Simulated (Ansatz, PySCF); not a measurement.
Spin states of F2W (SMILES [F][W][F]), each relaxed with B3LYP-D3(BJ)/def2-TZVP.
State 1 (charge 0, multiplicity 3):
```xyz
3

W     -0.00970     0.01654    -0.02284
F     -0.23654     1.37155    -1.23382
F      0.21308    -1.34062     1.18634
```
State 2 (charge 0, multiplicity 5):
```xyz
3

W      0.326     0.200     0.121
F     -0.398     1.251    -1.279
F      0.040    -1.404     1.088
```

Singlets are restricted, other states unrestricted; no spin–orbit coupling, no relativity up to Kr; see below for the cores. The largest T1 diagnostic is 0.022.

Correlated levels freeze the inner cores; with def2 sets outer-core shells near the valence are correlated too. CBS: X⁻³ extrapolation of the correlation energy, Hartree–Fock from the larger set.

Run with Ansatz (Gaussian orbitals); PySCF for the dispersion terms.  In def2 rows elements past Kr take small-core potentials, without spin–orbit coupling.

Q: What is the computed energy of the multiplicity-5 state less that of the multiplicity-3 state (PBE0-D3(BJ)/def2-TZVPP)?

A: -5 kJ/mol

Q: Predict the energy of the multiplicity-5 state less that of the multiplicity-3 state from CCSD(T)/CBS(def2-SVP, def2-TZVPP).

A: 27 kJ/mol

Q: What is the computed energy of the multiplicity-5 state less that of the multiplicity-3 state (CAM-B3LYP/def2-TZVPP)?

A: 36 kJ/mol

Ansatz is a program for electronic structure.
